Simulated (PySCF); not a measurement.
C2H4N3, SMILES n1c[nH+][nH]c1, charge +1.

The structure is a stationary point at PBE0-D3(BJ)/def2-SVP. The isomer is the one that the SMILES or the coordinates give; other isomers of the formula were not compared.

Level of theory: PBE/def2-TZVP run with PySCF.

Gas-phase values at a fixed geometry.

Computed frontier levels, gap, dipole moment and polarisability:
```yaml
highest_occupied_level: -12.72 eV
lowest_empty_level: -7.80 eV
orbital_gap: 4.93 eV
dipole_moment_about_the_centre_of_nuclear_charge: 4.59 D
mean_static_polarisability: 36.8 bohr³ (5.45 Å³)
polarisability_principal_values: 22.6, 42.7, 45.1 bohr³
```
